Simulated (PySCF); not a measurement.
PySCF job for Si(Cl)2(Me)(NH2) (CH5Cl2NSi), SMILES C[Si](N)(Cl)Cl, SMD-PBE0/def2-SVP. The structure is a stationary point at PBE0-D3(BJ)/def2-SVP. Other conformers were not sampled.

```python
import numpy as np
from pyscf import gto, scf, dft
from pyscf.solvent import smd

mol = gto.M(
    atom='''
    C     1.65058478   -1.17653912    0.34296922
    Si    0.03550291   -0.35195153   -0.02925249
    N    -1.16894027   -1.48970146   -0.44839986
    Cl    0.37944004    1.07806351   -1.50152889
    Cl   -0.67730319    0.67669630    1.61223606
    H     1.53032380   -1.89202526    1.16974838
    H     2.02082025   -1.71599993   -0.54280028
    H     2.40528299   -0.42808313    0.62450736
    H    -2.14010625   -1.19836547   -0.47986840
    H    -0.97061482   -2.18197676   -1.16309048
    ''',
    basis='def2-SVP',
    charge=0,
    spin=0,
    max_memory=1600,
    verbose=3,
)
mf = dft.RKS(mol, xc='pbe0').density_fit(auxbasis='def2-universal-jkfit')
mf.grids.level = 3
mf.conv_tol = 1e-9
mf.max_cycle = 100
mf.kernel()
res = {}
for name in ['water', 'acetonitrile', 'dichloromethane']:
    s = mf.SMD()
    s.with_solvent.solvent, s.with_solvent.sasa_ng = name, 302
    s.kernel(mf.make_rdm1())
    res[name] = (s.e_tot, s.with_solvent.get_cds(), s.dip_moment(), s.mo_energy, s.converged)
    print(f'SMD {name}: dG(solv) = {(s.e_tot - mf.e_tot) * 627.509474:.3f} kcal/mol, of which CDS {res[name][1] * 627.509474:.3f}')
```

Program output:

```
converged SCF energy = -1304.92847499745
converged SCF energy = -1304.93274237199
Dipole moment(X, Y, Z, Debye): -0.03819, -3.16201, -1.13725
SMD water: dG(solv) = -2.678 kcal/mol, of which CDS 3.463
converged SCF energy = -1304.9386033758
Dipole moment(X, Y, Z, Debye): -0.03803, -3.14658, -1.12829
SMD acetonitrile: dG(solv) = -6.356 kcal/mol, of which CDS -0.367
converged SCF energy = -1304.93871346081
Dipole moment(X, Y, Z, Debye): -0.03753, -3.06614, -1.08422
SMD dichloromethane: dG(solv) = -6.425 kcal/mol, of which CDS -1.218
```

The run converged.

Cost: around 100 core-seconds (rough).
